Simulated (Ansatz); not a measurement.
A short molecular-dynamics run on TeBr2.

```yaml
crystal:
  periodic: [false, false, false]
  atoms:
    - {symbol: Te, position_ang: [0.005033, -0.006885, -1.057568]}
    - {symbol: Br, position_ang: [1.916163, -0.018831, 0.538061]}
    - {symbol: Br, position_ang: [-1.921196, 0.025706, 0.519506]}
basis:
  gaussian: {orbitals: def2-SVP}
hamiltonian: {xc: {name: BLYP}}
md: {timestep: 1 fs, n_steps: 15, ensemble: nve, temperature: 300, initial_velocities: maxwell_boltzmann, seed: 531}
scf: {omitted_lower_state_checks: [starts]}
```

```sh
$ ansatz run in.yaml --threads 4 --pin off --events-out ev --progress --plain --max-ram 3916MiB
```

| step | time (fs) | potential energy (eV) | kinetic (eV) | T (K) | conserved (eV) |
| --- | --- | --- | --- | --- | --- |
| 0 | 0.0 | -147369.8874 | 0.0388 | 300 | -147369.8486 |
| 1 | 1.0 | -147369.8877 | 0.0391 | 303 | -147369.8486 |
| 2 | 2.0 | -147369.8884 | 0.0398 | 308 | -147369.8486 |
| 3 | 3.0 | -147369.8893 | 0.0407 | 315 | -147369.8486 |
| 4 | 4.0 | -147369.8906 | 0.0420 | 325 | -147369.8486 |
| 5 | 5.0 | -147369.8922 | 0.0435 | 337 | -147369.8486 |
| 6 | 6.0 | -147369.8940 | 0.0454 | 351 | -147369.8486 |
| 7 | 7.0 | -147369.8961 | 0.0475 | 367 | -147369.8486 |
| 8 | 8.0 | -147369.8984 | 0.0498 | 385 | -147369.8486 |
| 9 | 9.0 | -147369.9010 | 0.0524 | 405 | -147369.8486 |
| 10 | 10.0 | -147369.9037 | 0.0551 | 426 | -147369.8486 |
| 11 | 11.0 | -147369.9067 | 0.0581 | 449 | -147369.8486 |
| 12 | 12.0 | -147369.9098 | 0.0612 | 473 | -147369.8486 |
| 13 | 13.0 | -147369.9130 | 0.0644 | 498 | -147369.8486 |
| 14 | 14.0 | -147369.9163 | 0.0677 | 524 | -147369.8486 |
| 15 | 15.0 | -147369.9197 | 0.0711 | 550 | -147369.8486 |

Velocities are drawn at the set temperature; a run this short doesn't reach equilibrium.

In the def2 sets Te takes a core potential; there is no spin–orbit coupling.

Frames (Å, forces in eV/Å):

```xyz
3
time=0.0 fs
Te    0.005   -0.007   -1.058    0.005   -0.007   -1.143
Br    1.916   -0.019    0.538    0.805   -0.006    0.576
Br   -1.921    0.026    0.520   -0.810    0.013    0.568
3
time=1.0 fs
Te    0.005   -0.007   -1.056    0.021   -0.008   -1.146
Br    1.918   -0.019    0.537    0.796   -0.006    0.571
Br   -1.922    0.026    0.518   -0.816    0.013    0.576
3
time=2.0 fs
Te    0.004   -0.007   -1.055    0.036   -0.008   -1.146
Br    1.920   -0.019    0.537    0.784   -0.005    0.564
Br   -1.924    0.026    0.517   -0.820    0.013    0.582
3
time=3.0 fs
Te    0.004   -0.007   -1.055    0.051   -0.008   -1.143
Br    1.922   -0.019    0.537    0.771   -0.005    0.557
Br   -1.925    0.026    0.516   -0.822    0.013    0.587
3
time=4.0 fs
Te    0.003   -0.007   -1.054    0.065   -0.008   -1.137
Br    1.925   -0.019    0.536    0.757   -0.005    0.547
Br   -1.927    0.026    0.515   -0.822    0.013    0.590
3
time=5.0 fs
Te    0.003   -0.007   -1.053    0.080   -0.008   -1.127
Br    1.927   -0.019    0.536    0.740   -0.005    0.536
Br   -1.928    0.026    0.514   -0.820    0.013    0.591
3
time=6.0 fs
Te    0.002   -0.007   -1.052    0.094   -0.008   -1.115
Br    1.929   -0.019    0.536    0.722   -0.005    0.524
Br   -1.930    0.026    0.514   -0.816    0.013    0.591
3
time=7.0 fs
Te    0.002   -0.007   -1.052    0.108   -0.008   -1.099
Br    1.932   -0.019    0.535    0.702   -0.005    0.511
Br   -1.932    0.026    0.513   -0.810    0.013    0.589
3
time=8.0 fs
Te    0.002   -0.007   -1.051    0.121   -0.008   -1.081
Br    1.935   -0.019    0.535    0.681   -0.005    0.496
Br   -1.934    0.026    0.512   -0.802    0.013    0.585
3
time=9.0 fs
Te    0.001   -0.007   -1.051    0.134   -0.008   -1.059
Br    1.937   -0.019    0.535    0.658   -0.005    0.480
Br   -1.936    0.026    0.512   -0.792    0.013    0.580
3
time=10.0 fs
Te    0.001   -0.007   -1.050    0.146   -0.008   -1.035
Br    1.940   -0.019    0.535    0.634   -0.004    0.463
Br   -1.938    0.026    0.511   -0.780    0.013    0.573
3
time=11.0 fs
Te    0.000   -0.007   -1.050    0.158   -0.008   -1.009
Br    1.943   -0.019    0.535    0.609   -0.004    0.445
Br   -1.940    0.026    0.511   -0.767    0.013    0.564
3
time=12.0 fs
Te    0.000   -0.007   -1.050    0.169   -0.008   -0.980
Br    1.946   -0.019    0.535    0.582   -0.004    0.425
Br   -1.943    0.026    0.510   -0.751    0.012    0.554
3
time=13.0 fs
Te    0.000   -0.007   -1.050    0.179   -0.008   -0.948
Br    1.949   -0.019    0.536    0.555   -0.004    0.406
Br   -1.945    0.026    0.510   -0.734    0.012    0.543
3
time=14.0 fs
Te   -0.001   -0.007   -1.050    0.189   -0.008   -0.915
Br    1.952   -0.019    0.536    0.526   -0.004    0.385
Br   -1.948    0.026    0.510   -0.715    0.012    0.530
3
time=15.0 fs
Te   -0.001   -0.007   -1.050    0.198   -0.008   -0.879
Br    1.955   -0.019    0.536    0.497   -0.003    0.363
Br   -1.950    0.026    0.509   -0.694    0.011    0.516
```

Run time 22 s (4 threads of Intel Xeon on a shared host).
